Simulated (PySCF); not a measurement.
Electronic structure of Cu (copper, neutral) at the r2SCAN level

Configuration: [Ar] 3d10 4p1, 2P determinant (an excited configuration). All numbers are calculated (PySCF 2.14, the non-relativistic Hamiltonian (point nucleus), in dyall-av2z (16s12p7d2f, 101 functions)).

* Total energy: -1640.350 hartree
* One-electron energy: -2285.846 hartree
* Hartree (Coulomb) energy: 712.655 hartree
* Exchange-correlation energy: -67.159 hartree
* Kinetic energy: 1639.19707 hartree
* ⟨S²⟩: 0.8409
* ⟨L²⟩: 2.284
* Sum of ⟨r⟩: 22.29 bohr
* Sum of ⟨r²⟩: 42.29 bohr²
* Traceless quadrupole moment −½Σ⟨3z² − r²⟩ along its main axis: -8.91 e·bohr²
* Density at the nucleus (Gaussians lack the cusp): 16400 bohr⁻³
* Spin density at the nucleus: 0.0283 bohr⁻³
* Langevin diamagnetic susceptibility: -33.5 ×10⁻⁶ cm³/mol
* Time after the integrals: of the order of 6 core-seconds

```csv
shell,electrons,mean orbital energy (hartree),spread (hartree),"rms radius, mean of both spins (bohr)"
1s α,1,-322.48517,0,0.0613
1s β,1,-322.48458,0,0.0613
2s β,1,-38.65532,0,0.259
2s α,1,-38.65400,0,0.259
2p β,3,-33.83070,0.00024,0.230
2p α,3,-33.83010,0.00108,0.230
3s β,1,-4.29317,0,0.776
3s α,1,-4.29141,0,0.776
3p β,3,-2.77355,0.00024,0.820
3p α,3,-2.77189,0.00695,0.820
3d α,5,-0.26755,0.00136,1.22
3d β,5,-0.26694,0.00547,1.22
4p α,1,-0.08041,0,4.67
```

⟨S²⟩ = 0.84 against 0.75 shows spin contamination.
